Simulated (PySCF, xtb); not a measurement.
C2H9FSi3, SMILES C[Si]1(F)[SiH2]C[SiH2]1.

xtb with GFN2-xTB at its own geometry gives an orbital gap of 3.44 eV and a dipole moment of 1.52 D.

Geometry optimised at ωB97X-D3(BJ)/def2-SVP. This is a generated structure with no PubChem entry under its InChIKey; it may be hypothetical.

### Question
What does PBE/def2-TZVP in PySCF give? (Estimate from the structure and the level; the computed values follow.)

### Answer
gap 4.15 eV (levels -5.92 and -1.77 eV), dipole 1.14 D.
